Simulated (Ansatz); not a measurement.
`F[Si](F)Cl` radical. Charge 0, multiplicity 2.

Z-matrix (Å, degrees):
```
Si
F 1 1.585
Cl 1 2.036 2 108.9
F 1 1.585 2 107.0 3 -117.6
```

Q: What are the harmonic wavenumbers in cm⁻¹ at PBE0-D4/def2-TZVP (Ansatz, finite differences of forces, unscaled)? (Best estimate.)

A: Ansatz gave: 211, 261, 350, 561, 877, 949.

Q: Is this a minimum?

A: Yes, all 6 modes are real.

Q: Give the ideal-gas thermochemistry at 298.15 K and 1 bar (rigid rotor, harmonic oscillator; point group Cs, symmetry number 1).

A: Zero-point energy 19.2 kJ/mol; H(298) − E = 33.5 kJ/mol; entropy 304.6 J/(mol·K), of which translation 166.5, rotation 108.8, vibration 23.6, electronic 5.8; G(298) − E = -57.3 kJ/mol.
